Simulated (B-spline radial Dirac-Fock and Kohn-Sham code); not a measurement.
## X-ray form factors of thallium in several charge states

Method: configuration-average Dirac-Fock orbitals. Computed with a radial finite-basis atomic code.

Configurations: Tl³⁰⁺ [Kr] 4d10 4f5; Tl³³⁺ [Kr] 4d10 4f2; Tl³⁴⁺ [Kr] 4d10 4f1; Tl³⁶⁺ [Kr] 4d9. The first column is f₀ of Tl³⁰⁺, the others are differences from it.

```tsv
s (Å⁻¹)	Tl³⁰⁺	Δ Tl³³⁺	Δ Tl³⁴⁺	Δ Tl³⁶⁺
0	51.000	-3.000	-4.000	-6.000
0.05	50.913	-2.988	-3.984	-5.976
0.1	50.653	-2.951	-3.935	-5.906
0.15	50.224	-2.890	-3.856	-5.790
0.2	49.633	-2.807	-3.748	-5.631
0.25	48.890	-2.703	-3.612	-5.433
0.3	48.004	-2.582	-3.453	-5.199
0.35	46.990	-2.444	-3.273	-4.935
0.4	45.862	-2.294	-3.076	-4.645
0.45	44.636	-2.134	-2.866	-4.335
0.5	43.328	-1.967	-2.646	-4.010
0.6	40.533	-1.624	-2.195	-3.340
0.7	37.612	-1.287	-1.750	-2.676
0.8	34.686	-0.975	-1.335	-2.052
0.9	31.858	-0.699	-0.967	-1.495
1	29.209	-0.468	-0.656	-1.020
1.1	26.791	-0.282	-0.405	-0.634
1.2	24.637	-0.141	-0.212	-0.334
1.4	21.131	+0.031	+0.027	+0.037
1.6	18.581	+0.099	+0.127	+0.189
```
